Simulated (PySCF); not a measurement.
Ligand exchange on a metal centre used in film growth or etching (Cd CH3-Br). Gas-phase values, no solvent. One relaxed conformer stands for each flexible species; it need not be the lowest.

All values below come from B3LYP-D3(BJ)/def2-TZVP // PBE-D3(BJ)/def2-SVP (PySCF). All candidates: neutral, multiplicity 1. B3LYP has the VWN-RPA correlation part, as in Gaussian. 

| Item | Result |
|---|---|
| HOMO | -6.64 eV |
| LUMO | -0.31 eV |
| HOMO–LUMO gap | 6.33 eV |

### Question
Name which member has these values.
A) [Cd(Br)2]
B) [Cd(CH3)(Br)]
C) [Cd(CH3)2]

### Answer
C, [Cd(CH3)2]. The others give [Cd(Br)2]: -8.13 eV, -2.71 eV, 5.41 eV; [Cd(CH3)(Br)]: -7.60 eV, -1.32 eV, 6.28 eV
